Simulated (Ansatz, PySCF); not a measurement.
The pair A = H2S (SMILES S) (first 3 atoms), B = AsH3 (SMILES [AsH3]); geometry from B3LYP-D3(BJ)/def2-TZVP.
(charge 0, multiplicity 1):
```csv
atom,x (Å),y (Å),z (Å)
S,0.5924,0.2536,-0.7813
H,-0.3709,1.0690,-0.3243
H,-0.2505,-0.7879,-0.8633
As,-0.3033,-0.3111,2.8436
H,0.2518,-1.6632,2.4149
H,-0.3263,-0.7188,4.3157
H,1.0896,0.2914,2.9646
```

Frozen-core correlation. Filled d and f shells under p-block atoms count as core. CBS(a, b) extrapolates the correlation energy as X⁻³ and adds the Hartree–Fock energy of set b. MP2 and its Hartree–Fock in def2-QZVPPD are density fitted.

Run with Ansatz (an electronic-structure program) with Gaussian orbitals; PySCF for the dispersion terms. Values without a source in brackets are computed.

The monomers are drawn apart, rigid, along the line of their centres of mass. Counterpoise-corrected interaction energies (kcal/mol):

```tsv
level	R = 5.274 Å	R = 6.785 Å
PBE/def2-TZVPPD	-0.2488	-0.0516
PBE-D3(BJ)/def2-TZVPPD	-0.4758	-0.1019
wB97M-V/def2-TZVPPD	-0.3669	-0.0877
MP2/CBS(def2-TZVPPD, def2-QZVPPD) + ΔCCSD(T)/def2-TZVPPD	-0.3730	-0.0935
```

**Question.** R is the distance of the centres of mass. Find the local exponent m of E ∝ R⁻ᵐ between the two points.

**Answer.** 
m = ln(E₁/E₂)/ln(R₂/R₁): PBE/def2-TZVPPD 6.2; PBE-D3(BJ)/def2-TZVPPD 6.1; wB97M-V/def2-TZVPPD 5.7; MP2/CBS(def2-TZVPPD, def2-QZVPPD) + ΔCCSD(T)/def2-TZVPPD 5.5. For scale, two fixed dipoles give m = 3, dipole and quadrupole 4, quadrupoles 5, and dispersion or dipole-induced dipole 6 at long range; at these distances several terms mix, and what is left of overlap and damping shifts m, so it need not match one of them.
